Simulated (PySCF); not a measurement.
**Shapes and spin states of RuSI**

All numbers come from PBE0/[Ru def2-SVP with ECP28, S def2-SVP, I def2-SVP with ECP28], scalar-relativistic core potentials, density fitting, no spin–orbit coupling, PySCF.

Relaxations began from a few typed shapes and spin states; open shells are unrestricted. The search is not exhaustive: other isomers or separated fragments can lie lower, and high-lying points may rest on an excited occupation.

Task: Which is the lowest minimum found?
A. quartet (⟨S²⟩ 4.01) C∞v: Ru–I 2.591 Å, Ru–S 2.123 Å; I–Ru–S 180.0°
B. quartet Cs: Ru–I 2.532 Å, Ru–S 2.060 Å; I–Ru–S 113.8°
C. sextet Cs: Ru–I 2.607 Å, Ru–S 2.145 Å; I–Ru–S 142.5°
D. quartet Cs: Ru–I 2.544 Å, Ru–S 2.061 Å; I–Ru–S 113.5°
E. broken-symmetry Ms = 1/2 (⟨S²⟩ 2.09) C∞v: Ru–I 2.584 Å, Ru–S 2.110 Å; I–Ru–S 180.0°
F. sextet C∞v: Ru–I 2.629 Å, Ru–S 2.160 Å; I–Ru–S 180.0°

Result: D. The others lie at 4.1 (quartet Cs), 21.5 (sextet Cs), 25.8 (sextet C∞v, a saddle point), 26.6 (quartet C∞v, a saddle point), 65.1 (broken-symmetry Ms = 1/2 C∞v) kJ/mol above it.

Formally Ru is in oxidation state +3, d5, with 3 unpaired electrons (the high-spin count would be 5). The Mulliken spin on Ru is 2.35. The polar-tensor charge on Ru, 0.81, is far below the formal one.

For the lowest minimum: with open d or f shells other occupations or spin states may lie lower. No spin–orbit coupling is included, which matters more the heavier the element.

The electron or spin density has lower symmetry than the nuclear frame for the quartet (⟨S²⟩ 4.01) C∞v at 26.6 kJ/mol, broken-symmetry Ms = 1/2 (⟨S²⟩ 2.09) C∞v at 65.1 kJ/mol.
